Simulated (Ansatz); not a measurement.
Calculated with Ansatz (gas phase, PBE0-D4/def2-TZVP geometries, no zero-point term in ΔE). CCSD(T)/CBS adds triple-zeta CCSD(T) − MP2 to the extrapolated MP2 energy (def2 sets, frozen cores). This one scheme is used for every species. DFT in def2-TZVPP. B3LYP here is the variant with VWN-RPA as its local correlation; programs differ in this. Each species was taken in one conformer, which may not be the lowest.

`CBCC` + `CCS` → `CBSCC` + `CC`  (ligand exchange at a B–C bond)

`CBCC`:

```xyz
13

C    -1.121    1.300   -0.340
B     0.333    0.830   -0.643
C     0.988   -0.478   -0.098
C     0.175   -1.377    0.822
H    -1.704    1.090   -1.250
H    -1.195    2.384   -0.207
H    -1.621    0.794    0.488
H     1.002    1.505   -1.384
H     1.926   -0.170    0.390
H     1.350   -1.039   -0.972
H    -0.131   -0.849    1.728
H     0.737   -2.261    1.134
H    -0.738   -1.728    0.332
```

`CCS`:

```xyz
9

C     0.384    0.429   -0.772
C     0.268   -0.207    0.597
S    -1.155   -1.315    0.781
H     0.429   -0.332   -1.554
H     1.286    1.044   -0.835
H    -0.475    1.071   -0.980
H     1.130   -0.847    0.802
H     0.238    0.546    1.386
H    -2.105   -0.389    0.576
```

`CBSCC`:

Cartesian coordinates in Å:
```
C -2.051 0.079 2.083
B -1.184 -0.366 0.864
S 0.179 0.626 0.331
C 0.879 -0.271 -1.092
C 2.074 0.476 -1.647
H -1.746 1.019 2.546
H -2.037 -0.704 2.850
H -3.100 0.168 1.778
H -1.415 -1.378 0.265
H 0.095 -0.373 -1.844
H 1.160 -1.269 -0.756
H 1.794 1.477 -1.982
H 2.859 0.581 -0.895
H 2.492 -0.063 -2.501
```

`CC`:

Z-matrix (Å, degrees):
```
C
C 1 1.519
H 1 1.093 2 111.4
H 1 1.093 2 111.4 3 120.0
H 1 1.093 2 111.4 3 -120.0
H 2 1.093 1 111.4 3 180.0
H 2 1.093 1 111.4 3 -60.0
H 2 1.093 1 111.4 3 60.0
```

(1) Is it downhill or uphill in electronic energy at CCSD(T)/CBS, and by how much? (Best estimate.)

(2) What do these levels give: PBE-D4, r2SCAN-D4, ωB97X-V, B2PLYP, r2SCAN, B3LYP, MP2/def2-TZVPP, CCSD/def2-TZVPP, CCSD(T)/def2-TZVPP, MP2/def2-QZVPP, SCS-MP2/def2-QZVPP, CCSD/CBS(def2)? (An estimate is asked.)

Largest T1 diagnostic among the species: 0.012.

Answers

(1) The calculation gave: Downhill: ΔE = -102.4 kJ/mol.

(2) Computed: PBE-D4 -107.1, r2SCAN-D4 -106.7, ωB97X-V -99.0, B2PLYP -104.7, r2SCAN -106.7, B3LYP -102.8, MP2/def2-TZVPP -107.0, CCSD/def2-TZVPP -99.5, CCSD(T)/def2-TZVPP -103.0, MP2/def2-QZVPP -106.4, SCS-MP2/def2-QZVPP -103.4, CCSD/CBS(def2) -99.0 kJ/mol.

In def2-TZVPP, CCSD(T) changes the Hartree–Fock value by −7.5 kJ/mol (the triples alone add −3.4 kJ/mol) and MP2 by −11.6 kJ/mol.
